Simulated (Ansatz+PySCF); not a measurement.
## singlet KCl: levels of theory in one basis

```xyz
2

K    -0.0006    0.0057   -1.2617
Cl   -0.0090   -0.0043    1.4017
```

Basis set: def2-SVP (spherical functions). Left uncorrelated: 10 orbitals. Charge 0, multiplicity 1.

Computed with Ansatz (development build ahead of 0.2.0); each method stands on the lowest determinant of its kind that the runs found.

```tsv
method	E − E(RHF) (eV)	<S²> of the determinant
RHF	0.00	0.00
RHF-CCSD	-5.34	–
RHF-CCSD(T)	-5.40	–
```

(1) What does RHF-MP2 give on the same scale?

(2) Is a single determinant a sound starting point here?

Results:

(1) -4.90 eV.

(2) By this sign, yes. Unrestricted orbitals gain 0.00 eV and <S²> is 0.00 against 0.00 for a pure state.
